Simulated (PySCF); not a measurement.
## State search for LiZn

Unrestricted PBE0; Li jorge-DZP-DKH, Zn jorge-DZP-DKH; spin-free X2C with a Gaussian nucleus (PySCF 2.14). Outer shells of the fragments: Li 2s1; Zn 3d10 4s2.

Followed along the bond (rough minima from three points):

```tsv
2Ms+1	unpaired	⟨S²⟩ at the start	R at minimum (Å)	Te (eV)
2	σ ↑	0.76	2.76	0.00
2	π ↑	0.75	2.34	0.78
4	σ ↑↑, π ↑	3.75	2.72	3.57
```

Solutions found at the starting distance of 2.475 Å, counted from the lowest of them; the search is not exhaustive and high or unbound solutions are not listed, so other states can lie among these:

```
2Ms+1   unpaired   term  E (eV)  ⟨S²⟩  ⟨Lz²⟩  μ (D)
    2        σ ↑    ²Σ⁺    0.00  0.76   0.00   0.07
    2        π ↑     ²Π    0.75  0.75   1.00  -2.29
    4  σ ↑↑, π ↑     ⁴Π    3.57  3.75   1.00  -2.58
    4  σ ↑, π ↑↑    ⁴Σ⁻    4.29  3.75   0.00  -2.62
    2  σ ↑↑, π ↓  mixed    4.41  1.75   1.00  -2.42
    4      σ ↑↑↑    ⁴Σ⁺    4.46  3.75   0.00   5.13
    4  σ ↑, π ↑↑  mixed    6.40  3.75   2.00   2.48
```

A term symbol is given only where ⟨S²⟩ and ⟨Lz²⟩ are close to those of a pure state; real π, δ and φ orbitals otherwise mix terms. A positive dipole means Li(−)Zn(+).

Counting both spins, an empty level lies below a filled one in some of these solutions, because spin and occupation are held.
